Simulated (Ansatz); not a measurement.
Species: C$_{3}$H$_{9}$B, SMILES `CB(C)C` (charge 0, multiplicity 1), formula C$_{3}$H$_{9}$B.

Problem. How many basis functions does frozen-core CCSD(T)/cc-pVTZ // B3LYP-D3(BJ)/def2-TZVP (Ansatz, a quantum-chemistry and plane-wave program) use, how many core orbitals are frozen, and how many electrons are correlated?

Solution. 246 basis functions and 4 frozen orbitals, which leaves 24 correlated electrons. Core time is of the order of minutes.
